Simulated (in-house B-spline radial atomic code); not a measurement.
Whole-atom quantities along the 21-electron series, configuration 1s2 2s2 2p6 3s2 3p6 3d3/2(3). Breit and QED terms are first order and not part of the total energy; the density at the nucleus is averaged over the nuclear charge. Computed with a B-spline radial code for spherical atoms: Dirac-Hartree-Fock, jj configuration that fills j = l - 1/2 first, finite nuclei.

| ion | Z | E/Z² (Eh) | Σ<r²> (bohr²) | n(0)/Z³ (bohr⁻³) | Lamb diamagnetic shielding (ppm) | repulsion over attraction | Breit energy (eV) | self-energy (eV) | vacuum polarisation (eV) |
| --- | --- | --- | --- | --- | --- | --- | --- | --- | --- |
| Kr15+ | 36 | -2.0675 | 3.1604 | 1.0371 | 3004.35 | 0.10791 | 38.291 | 28.815 | -2.9347 |
| Rb16+ | 37 | ? | ? | ? | ? | ? | ? | ? | ? |
| Sr17+ | 38 | -2.0978 | 2.7029 | 1.0855 | 3205.34 | 0.10291 | 45.862 | 34.779 | -3.6669 |
| Zr19+ | 40 | -2.1261 | 2.3384 | 1.1378 | 3408.29 | 0.098299 | 54.396 | 41.58 | -4.5342 |
| Nb20+ | 41 | -2.1396 | 2.1832 | 1.1647 | 3510.56 | 0.096128 | 59.044 | 45.317 | -5.024 |
| Mo21+ | 42 | -2.1527 | 2.0429 | 1.1918 | 3613.37 | 0.09404 | 63.957 | 49.291 | -5.5544 |
| Tc22+ | 43 | -2.1654 | 1.9156 | 1.2224 | 3716.77 | 0.092031 | 69.142 | 53.511 | -6.1283 |
| Ru23+ | 44 | -2.1778 | 1.7998 | 1.2522 | 3820.76 | 0.090097 | 74.609 | 57.988 | -6.7478 |
| Rh24+ | 45 | -2.1898 | 1.6941 | 1.285 | 3925.37 | 0.088233 | 80.364 | 62.731 | -7.4163 |
| Pd25+ | 46 | -2.2015 | 1.5973 | 1.3185 | 4030.63 | 0.086437 | 86.417 | 67.752 | -8.1364 |
| Ag26+ | 47 | -2.213 | 1.5084 | 1.3542 | 4136.55 | 0.084704 | 92.777 | 73.062 | -8.9115 |
| Cd27+ | 48 | -2.2242 | 1.4267 | 1.3894 | 4243.17 | 0.083031 | 99.45 | 78.671 | -9.7443 |
| In28+ | 49 | -2.2351 | 1.3513 | 1.4286 | 4350.5 | 0.081416 | 106.45 | 84.591 | -10.639 |
| Sn29+ | 50 | -2.2459 | 1.2815 | 1.4681 | 4458.57 | 0.079855 | 113.78 | 90.836 | -11.599 |
| Sb30+ | 51 | -2.2564 | 1.217 | 1.5097 | 4567.42 | 0.078345 | 121.45 | 97.417 | -12.628 |
| Te31+ | 52 | -2.2668 | 1.157 | 1.5513 | 4677.06 | 0.076885 | 129.47 | 104.35 | -13.73 |
| I32+ | 53 | ? | ? | ? | ? | ? | ? | ? | ? |
| Xe33+ | 54 | ? | ? | ? | ? | ? | ? | ? | ? |
| Cs34+ | 55 | -2.2968 | 1.001 | 1.6946 | 5011.06 | 0.072776 | 155.73 | 127.37 | -17.52 |
| Ba35+ | 56 | -2.3066 | 0.95569 | 1.7458 | 5124.19 | 0.07149 | 165.24 | 135.83 | -18.96 |

(1) Fill in the row of Rb16+.

(2) Fill in the row of I32+.

(3) Fill in the row of Xe33+.

(4) With what power of Z does the column «Breit energy (eV)» change over this range?

Answers

(1) E/Z² (Eh): -2.0829; Σ<r²> (bohr²): 2.9182; n(0)/Z³ (bohr⁻³): 1.0608; Lamb diamagnetic shielding (ppm): 3104.61; repulsion over attraction: 0.10536; Breit energy (eV): 41.96; self-energy (eV): 31.697; vacuum polarisation (eV): -3.285.

(2) E/Z² (Eh): -2.2769; Σ<r²> (bohr²): 1.1013; n(0)/Z³ (bohr⁻³): 1.5977; Lamb diamagnetic shielding (ppm): 4787.53; repulsion over attraction: 0.075472; Breit energy (eV): 137.85; self-energy (eV): 111.64; vacuum polarisation (eV): -14.91.

(3) E/Z² (Eh): -2.287; Σ<r²> (bohr²): 1.0494; n(0)/Z³ (bohr⁻³): 1.6445; Lamb diamagnetic shielding (ppm): 4898.85; repulsion over attraction: 0.074103; Breit energy (eV): 146.6; self-energy (eV): 119.31; vacuum polarisation (eV): -16.171.

(4) A fit of the logarithm of its size against log Z from Z = 36 to 56 has slope 3.31.
